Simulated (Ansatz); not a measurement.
The pair A = H2O (SMILES O) (first 3 atoms), B = CH2O2 (SMILES O=CO); geometry from B3LYP-D3(BJ)/def2-TZVP.
(charge 0, multiplicity 1):
```xyz
8

O      0.68715     0.14478     0.20756
H      0.35834    -0.31763    -0.57006
H     -0.07471     0.59904     0.61144
O     -0.90497     0.69445     2.43326
C     -0.25132    -0.04032     3.13804
O      0.78768    -0.76478     2.75243
H     -0.45822    -0.18844     4.20526
H      0.94296    -0.60523     1.78444
```

Frozen-core correlation. MP2 and its Hartree–Fock in aug-cc-pVQZ, aug-cc-pVTZ are density fitted.

Programs: Ansatz (a program for electronic structure) with Gaussian orbitals. Values without a source in brackets are computed.

The counterpoise-corrected interaction energy is E(AB) − E(A in the pair's basis) − E(B in the pair's basis). Total energies (hartree):

| level | AB | A in the pair's basis | B in the pair's basis |
|---|---|---|---|
| HF/aug-cc-pVTZ | -264.9145626 | -76.0596245 | -188.8424493 |
| MP2/aug-cc-pVTZ | -265.8321031 | -76.3292691 | -189.4862434 |
| HF/aug-cc-pVQZ | -264.9322344 | -76.0648756 | -188.8547583 |
| MP2/aug-cc-pVQZ | -265.9085636 | -76.3517651 | -189.5395355 |
| MP2/aug-cc-pVDZ | -265.6034394 | -76.2620653 | -189.3263405 |
| CCSD(T)/aug-cc-pVDZ | -265.6458710 | -76.2751825 | -189.3558076 |

Work out the counterpoise-corrected interaction energy at the basis-set limit: extrapolate the MP2 correlation part as X⁻³, take Hartree–Fock from the larger set, and add the CCSD(T) − MP2 difference of aug-cc-pVDZ.


1. Differences (1 hartree = 627.509 kcal/mol): HF/aug-cc-pVTZ -7.837; MP2/aug-cc-pVTZ -10.411; HF/aug-cc-pVQZ -7.907; MP2/aug-cc-pVQZ -10.833; MP2/aug-cc-pVDZ -9.434; CCSD(T)/aug-cc-pVDZ -9.338.
2. Correlation parts, MP2 less HF: -2.574 in aug-cc-pVTZ (X = 3), -2.926 in aug-cc-pVQZ (X = 4).
3. Limit (4³·(-2.926) − 3³·(-2.574))/(4³ − 3³) = -3.182; with HF/aug-cc-pVQZ it gives -11.089.
4. CCSD(T) less MP2 in aug-cc-pVDZ: 0.096.
Result: -10.99 kcal/mol, against -10.41 at MP2/aug-cc-pVTZ. It is an estimate of this method's limit, not of the exact value.
